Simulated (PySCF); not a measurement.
C4H2F2O2, SMILES C1(=O)COC(F)=C1F. The structure is a stationary point at PBE-D3(BJ)/def2-SVP. This is a generated structure with no PubChem entry under its InChIKey; it may be hypothetical. The values are those of a single conformer.

Task: Give the equilibrium geometry at PBE-D3(BJ)/def2-SVP (PySCF confirms it by a frequency run) as a Z-matrix, and its point group. (Estimate from the structure and the level; the computed values follow.)

Result: One answer among several that fit: point group Cs.
```
C
O 1 1.2212
C 1 1.4579 2 131.12
F 3 1.3309 1 126.36 2 0.00
C 3 1.3719 4 126.23 1 180.00
F 5 1.3101 3 128.82 4 0.00
O 5 1.3344 6 114.71 3 180.00
C 7 1.4530 5 106.03 6 180.00
H 8 1.1082 7 108.39 5 -120.70
H 8 1.1082 9 109.36 7 117.98
```
